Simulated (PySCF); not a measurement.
Löwdin shares of the frontier orbitals

Trimethylgallium, C3H9Ga.
Cartesian coordinates in Å at the PBE0-D3(BJ)/def2-SVP level; atoms count from 1:
```
atom  x, y, z in Å
C1    -0.6637    1.8294    0.2491
Ga2   -0.0092   -0.0281    0.0847
C3     1.9305   -0.3581    0.2630
C4    -1.2770   -1.5021   -0.2593
H5    -0.2645    2.4450   -0.5748
H6    -0.2999    2.2874    1.1837
H7    -1.7609    1.9046    0.2298
H8     2.5075    0.3225   -0.3842
H9     2.2140   -1.3933    0.0226
H10    2.2512   -0.1502    1.2982
H11   -1.6661   -1.4226   -1.2891
H12   -0.8204   -2.4966   -0.1477
H13   -2.1502   -1.4370    0.4100
```

Method used: PySCF 2.14.0, density-fitted response routines, TDDFT PBE0/def2-SVPD, vertical, gas phase, core orbitals frozen in the response. Relativistic effects, spin–orbit coupling among them, are left out although an element past zinc is present.

Kohn–Sham orbitals with the atoms that hold most of them (Löwdin shares over 4%, at most four atoms; ? is withheld):

```json
{"orbital": "LUMO+2", "ε (eV)": "1.36", "atoms": "C4 23%, Ga2 12%, C3 10%, H11 9%"}
{"orbital": "LUMO+1", "ε (eV)": "-0.03", "atoms": "Ga2 57%, C4 6%, C3 6%, C1 5%"}
{"orbital": "LUMO", "ε (eV)": "-0.53", "atoms": "?"}
{"orbital": "HOMO", "ε (eV)": "-7.48", "atoms": "C1 28%, C3 27%, Ga2 20%, H7 4%"}
{"orbital": "HOMO-1", "ε (eV)": "-7.49", "atoms": "C4 36%, Ga2 20%, C3 12%, C1 11%"}
{"orbital": "HOMO-2", "ε (eV)": "-10.56", "atoms": "C1 18%, C3 18%, C4 17%, H7 9%"}
{"orbital": "HOMO-3", "ε (eV)": "-10.63", "atoms": "C1 29%, C3 21%, H5 12%, H6 11%"}
```

Q: Give the leading atoms of the LUMO.

A: Ga2 (bonded to 3 C) 53%; C4 (bonded to Ga and 3 H) 11%; C3 (bonded to Ga and 3 H) 11%; C1 (bonded to Ga and 3 H) 11%. By element: gallium 53%, carbon 33%.

Q: How does S1 compare with the orbital gap of 6.95 eV?

A: S1 is at 5.42 eV (f = 0.0000), 1.52 eV below the gap, made of HOMO→LUMO (99%). 

Next come S2 at 5.44 eV (f 0.0000), HOMO-1→LUMO (99%); S3 at 6.42 eV (f 0.081), HOMO→LUMO+1 (98%); S4 at 6.44 eV (f 0.101), HOMO-1→LUMO+1 (98%); S5 at 7.76 eV (f 0.0020), HOMO→LUMO+3 (62%), HOMO-1→LUMO+2 (34%).

Hardware: x86-64 server, one thread, shared host. Cost: 46 s of wall time.
